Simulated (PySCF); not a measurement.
OZr, SMILES [O]=[Zr], multiplicity 1. Geometry optimised at PBE0-D3(BJ)/def2-TZVPD. The multiplicity is an assumed one; other spin states were not compared. The def2 effective core potentials stand for the cores of Zr; spin–orbit coupling is left out.

Calculation: PBE0-D3(BJ)/def2-TZVPD run with PySCF.

Harmonic wavenumbers (cm⁻¹): 1034. Rotational constants (GHz): 12.78 (linear); symmetry number 1.

Question: Work out the zero-point energy and the ideal-gas rigid-rotor harmonic-oscillator thermochemistry at 298.15 K and 1 atm.

Answer: ZPE = ½ Σ hcν = ½ × 1034 cm⁻¹ = 6.18 kJ/mol. H − E(el) = 14.94 kJ/mol. Entropy in J/(mol K): translation 167.05, rotation 59.75, vibration 0.34, total 227.14. G − E(el) = -52.78 kJ/mol. Cp = 30.53 J/(mol K).
